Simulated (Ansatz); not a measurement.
A nudged elastic band was laid between two geometries of CH5AlF2OSi (11 atoms, charge 0, multiplicity 1).

Theory: RKS r2SCAN/def2-SVP in Ansatz 0.2.0.

| Quantity | Value |
| --- | --- |
| movable images | 5 |
| climbing image | yes |
| spring | 5.0 eV/Å² |
| optimiser | fire |
| start path | IDPP |
| force threshold | 0.03 eV/Å |
| iteration limit | 60 |
| end points | relaxed |
| largest step | 0.02 Å |

First end point:

```xyz
11
Properties=species:S:1:pos:R:3
C 1.016 -2.040 -0.634
Al 1.102 -0.185 -0.074
O -0.367 0.653 0.240
Si -1.528 1.726 0.571
F -1.783 2.669 -0.711
F -1.062 2.704 1.765
H 1.389 -2.707 0.165
H -0.005 -2.368 -0.885
H 1.661 -2.230 -1.510
H 2.439 0.634 0.141
H -2.798 1.088 0.954
```

Last end point:

```xyz
11
Properties=species:S:1:pos:R:3
C 1.011 -2.088 -0.491
Al 1.060 -0.274 0.197
O -0.392 0.648 0.197
Si -1.508 1.812 0.299
F -1.406 2.781 -0.985
F -1.231 2.741 1.588
H 1.539 -2.151 -1.460
H 1.531 -2.793 0.180
H -0.013 -2.461 -0.651
H 2.352 0.446 0.758
H -2.877 1.280 0.387
```

Q: Which bonds break or form, and what moves?

A: No bond is made or broken. The dihedral H8–C1–Al2–O3 goes from 10 to -134°.

Q: Give the energies along the band, and the barrier.

A: It converged. The highest image is number 3 of 0 to 6, 0.1 kcal/mol above the ends, which have the same energy within 2 meV. The top lies less than 8 meV above the higher end, about what the thresholds resolve: the motion is nearly free. Another band between the same ends (5 images) ends at a top of the same energy, where a vibrational analysis finds no clearly imaginary modes.

```
image  path coordinate (Å)  energy (kcal/mol)  dihedral H8–C1–Al2–O3 (°)
    0                 0.00                0.0                         10
    1                 0.67                0.0                        -12
    2                 1.35                0.0                        -35
    3                 2.02                0.1                        -59
    4                 2.71                0.0                        -84
    5                 3.39                0.0                       -109
    6                 4.08                0.0                       -134
```

Q: What is the geometry of the highest image?

A: 
```xyz
11
Properties=species:S:1:pos:R:3
C 0.964 -2.129 -0.400
Al 1.051 -0.306 0.257
O -0.378 0.648 0.169
Si -1.442 1.864 0.185
F -1.219 2.801 -1.108
F -1.198 2.805 1.471
H 1.922 -2.665 -0.300
H 0.197 -2.716 0.136
H 0.678 -2.155 -1.466
H 2.327 0.396 0.876
H -2.837 1.398 0.201
```

The band took 23 iterations and of the order of 16 core-minutes.

Run time: 8 min on 2 threads of Arm Neoverse V1, with other jobs on the host, peak memory 0.2 GiB.
